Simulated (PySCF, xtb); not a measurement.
CBr2, SMILES [C](Br)Br (connectivity only; charge and spin as stated), neutral, multiplicity 1.

Harmonic wavenumbers (cm⁻¹) from GFN2-xTB in xtb at its own minimum, in rising order: 199, 636, 688.

Question: What does B3LYP-D3(BJ)/def2-TZVP (PySCF) give at its own minimum? (Estimate from the structure and the level; the computed values follow.)

Answer: 194, 590, 630. Paired by order, the mean absolute difference is 37 cm⁻¹ and the zero-point energies are 2.2 and 2.0 kcal/mol.
